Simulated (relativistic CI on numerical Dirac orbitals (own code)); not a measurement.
# Transition arrays of Eu²¹⁺

Computed by Dirac-Coulomb-Breit CI, separate exchange-only KLI orbitals for each configuration, a model potential for QED, valence Slater integrals scaled by 0.9, whole transition arrays (own radial code, finite nucleus).

Configuration list (outside the closed core [Ar] 3d10 4s2): 4p6.4d6, 4p6.4d5.4f, 4p5.4d7, 4p6.4d5.5p, 4p6.4d5.5f. Levels of other configurations are missing.

All E1 lines from the levels of 4p6.4d6; mean and standard deviation are weighted by gf, and upper levels are sorted by their leading configuration.

| Upper configuration | Lines | Σgf | Mean (eV) | Mean (nm) | σ (eV) | Strongest line (nm) |
| --- | --- | --- | --- | --- | --- | --- |
| 4p6.4d5.4f | 6054 | 1269.9 | 173.93 | 7.128 | 6.18 | 7.089 |
| 4p5.4d7 | 1134 | 150.5 | 173.33 | 7.153 | 17.30 | 6.865 |
| 4p6.4d5.5p | 3245 | 126.4 | 249.69 | 4.966 | 4.38 | 4.954 |
| 4p6.4d5.5f | 5470 | 190.9 | 362.29 | 3.422 | 4.28 | 3.393 |

Σgf per state of the lower configuration in bins of 0.1 nm over the central range (centre: value): 3.35: 0.32, 3.45: 0.57, 4.85: 0.07, 4.95: 0.33, 5.05: 0.15, 6.65: 0.09, 6.75: 0.13, 6.85: 0.42, 6.95: 0.86, 7.05: 1.76, 7.15: 2.32, 7.25: 0.70, 7.35: 0.10, 7.45: 0.05.

**Question.** How do configuration mixing and the scaling of the Slater integrals move the arrays?

**Answer.** Slater scale 0.9, no configuration mixing: 4p6.4d5.4f 166.9 ± 7.0 eV (Σgf 915.2), 4p5.4d7 151.8 ± 15.9 eV (Σgf 387.0), 4p6.4d5.5p 249.9 ± 4.3 eV (Σgf 146.6), 4p6.4d5.5f 362.2 ± 4.3 eV (Σgf 205.0); Slater scale 1: 4p6.4d5.4f 176.9 ± 6.5 eV (Σgf 1293.9), 4p5.4d7 177.9 ± 16.5 eV (Σgf 154.5), 4p6.4d5.5p 249.7 ± 4.6 eV (Σgf 123.5), 4p6.4d5.5f 362.4 ± 4.5 eV (Σgf 190.5); Slater scale 0.8: 4p6.4d5.4f 170.5 ± 6.0 eV (Σgf 1168.1), 4p5.4d7 171.7 ± 14.6 eV (Σgf 224.3), 4p6.4d5.5p 249.6 ± 4.1 eV (Σgf 129.1), 4p6.4d5.5f 362.2 ± 4.1 eV (Σgf 191.2). With mixing, levels are counted to their leading configuration, so an array can shrink or vanish into another, and the sums then hold other lines.
